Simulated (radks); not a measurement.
Effect of the nuclear size on the gadolinium ion Gd3+, [Xe] 4f7. All-electron calculation, Dirac Kohn-Sham, LDA (Slater exchange, Perdew-Wang correlation), spin-unpolarised, spherical densities, finite nucleus; open shells are shared between the two j in proportion to 2j + 1; Fermi nuclear charge, rms radius 5.1569 fm. Program: a radial shooting solver on a logarithmic mesh with Libxc functionals. The rms radius is varied about that value; shifts are against it.

| rms radius (fm) | total energy shift (eV) | density at nucleus (e/bohr^3) | 1s1/2 shift (meV) | 2s1/2 shift (meV) | 4p1/2 shift (meV) | 5s1/2 shift (meV) | 5p1/2 shift (meV) | 4f7/2 shift (meV) | 6s1/2 (empty) shift (meV) |
|---|---|---|---|---|---|---|---|---|---|
| 4.4298 | -5.52 | 6.506e+05 | -2270 | -293 | 0.355 | -2.48 | 0.116 | 0.361 | -0.478 |
| 4.832 | -2.54 | 6.364e+05 | -1050 | -135 | 0.163 | -1.15 | 0.053 | 0.167 | -0.220 |
| 5.1569 | 0 | 6.259e+05 | 0.000 | 0.000 | 0.000 | 0.000 | 0.000 | 0.000 | 0.000 |
| 5.3529 | 1.59 | 6.2e+05 | 657 | 84.6 | -0.102 | 0.718 | -0.033 | -0.104 | 0.138 |
| 5.719 | 4.69 | 6.096e+05 | 1930 | 249 | -0.301 | 2.11 | -0.098 | -0.307 | 0.406 |

Slopes of the eigenvalues against <r^2> in GHz/fm^2, as finite differences over the two radii next to the reference (eigenvalue slopes, not the field-shift constants of lines): 1s1/2 77700, 2s1/2 10000, 4p1/2 -12.1, 5s1/2 84.9, 5p1/2 -3.94, 4f7/2 -12.3, 6s1/2 (empty) 16.3.
